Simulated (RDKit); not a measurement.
Input for RDKit: UFF on H4S (a complex), monomers drawn apart or pushed together.

```python
from rdkit import Chem
from rdkit.Chem import AllChem, rdDetermineBonds

blocks = [
'''3

S     0.49914149   -0.66804580    0.15842331
H    -0.80797423   -0.94139000    0.29760072
H     0.28396807    0.65722103    0.16768560
''',
'''2

H    -0.13448773    0.23200135    5.76533475
H    -0.34408657    0.43347497    6.45162467
''',
]
mol = None
for b in blocks:
    f = Chem.MolFromXYZBlock(b)
    rdDetermineBonds.DetermineBonds(f, charge=0)
    mol = f if mol is None else Chem.CombineMols(mol, f)
Chem.SanitizeMol(mol)
print(Chem.MolToSmiles(Chem.RemoveHs(mol)))
ff = AllChem.UFFGetMoleculeForceField(mol, vdwThresh=100.0, ignoreInterfragInteractions=False)
e = ff.CalcEnergy()
print(f'UFF energy {e:.6f} kcal/mol')
```

It printed:

```
S.[H][H]
UFF energy 2.562479 kcal/mol
```

The run finished.

Cost: very roughly 0.04 core-seconds.
